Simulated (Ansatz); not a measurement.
Compare A (`O[SiH](O)S[SiH3]`) with its isomer B (`O[SiH2][SiH](O)S`).

Gas-phase electronic energies from Ansatz, PBE0-D4/def2-TZVP geometries. CBS: MP2 limit from def2 TZ/QZ plus the TZ coupled-cluster correction, frozen cores. DFT in def2-TZVPP. One conformer a species, not always the lowest.

A:

Z-matrix (Å, degrees):
```
Si
O 1 1.636
S 1 2.139 2 106.4
O 1 1.628 2 108.6 3 122.9
H 1 1.478 2 113.7 3 -121.0
H 2 0.959 1 117.5 3 36.9
Si 3 2.140 1 98.0 2 -159.1
H 4 0.959 1 117.9 2 -59.6
H 7 1.484 3 110.9 1 -51.9
H 7 1.483 3 105.9 1 -171.4
H 7 1.484 3 110.9 1 69.6
```

B:

Z-matrix (Å, degrees):
```
Si
Si 1 2.344
O 1 1.655 2 107.1
H 1 1.492 2 110.6 3 -122.1
H 1 1.483 2 112.0 3 116.3
S 2 2.140 1 112.2 3 -72.8
O 2 1.656 1 101.7 3 47.7
H 2 1.489 1 117.0 3 169.8
H 3 0.960 1 115.7 2 -49.4
H 6 1.345 2 94.8 1 43.8
H 7 0.960 2 117.4 1 -170.0
```

Problem. Which isomer does CCSD(T)/CBS put lower? Give the gap. (Best estimate.)

Solution. The calculation gave: A, by 23.4 kcal/mol.

Problem. Give E(B) − E(A) in kcal/mol with CCSD/def2-TZVPP, HF/def2-TZVPP, r2SCAN-D4, CCSD(T)/def2-TZVPP, B2PLYP, PBE-D4, MP2/def2-TZVPP. (Best estimate.)

Solution. Computed: CCSD/def2-TZVPP 23.0, HF/def2-TZVPP 24.7, r2SCAN-D4 23.0, CCSD(T)/def2-TZVPP 23.0, B2PLYP 22.8, PBE-D4 19.9, MP2/def2-TZVPP 25.1. None reverses the order clearly.

Largest T1 diagnostic: 0.012.

From PBE to PBE0 (25 % exact exchange), in def2-TZVPP and without D4, E(B) − E(A) moves by +1.7 kcal/mol.
